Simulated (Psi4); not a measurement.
fluorine atom (F), doublet.

The Psi4 input:
```
memory 2 GB

molecule {
0 2
F     0.00000000    0.00000000    0.00000000
}

set {
  basis 6-311g**
  reference uhf
  freeze_core true
  mp2_type conv
  scf_type pk
  puream true
  d_convergence 1e-8
}

energy('mp2')
print_variables()
```

Q: What does this run give for the total energy, number of basis functions, SCF-reference <S^2>?

A: 
```yaml
total_energy: -99.5542 Eh
number_of_basis_functions: 18
SCF-reference <S^2>: 0.752
```

These values belong to the state on which the SCF converged, which isn't shown to be the lowest.
